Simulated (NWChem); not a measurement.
Molecule: sulfur trioxide (SO$_{3}$); SMILES O=S(=O)=O

Computed with NWChem. Pople sets run with spherical d functions. Structure relaxed at the PBE0/def2-SVP level. Total energies compare along this basis series because the functional is fixed.

```
level              basis functions  energy (Ha)  highest occupied level (eV)  orbital gap (eV)
-----------------  ---------------  -----------  ---------------------------  ----------------
B3LYP/STO-3G                    24    -615.9227                        -4.65              5.65
B3LYP/3-21G                     40    -620.3628                        -9.27              6.17
B3LYP/6-31G*                    60    -623.7517                        -9.43              6.65
B3LYP/6-31+G*                   76    -623.7658                        -9.83              6.59
B3LYP/def2-SVP                  60    -623.4674                        -9.45              6.60
B3LYP/def2-SVPD                 96    -623.5010                        -9.90              6.63
B3LYP/def2-TZVP                130    -623.9489                        -9.78               [?]
B3LYP/6-311++G**                96    -623.8564                        -9.86              6.54
B3LYP/aug-cc-pVTZ              188    -623.9243                        -9.85              6.75
```

Question: Fill in the missing entries.

Answer: 
- B3LYP/def2-TZVP, orbital gap (eV): 6.85
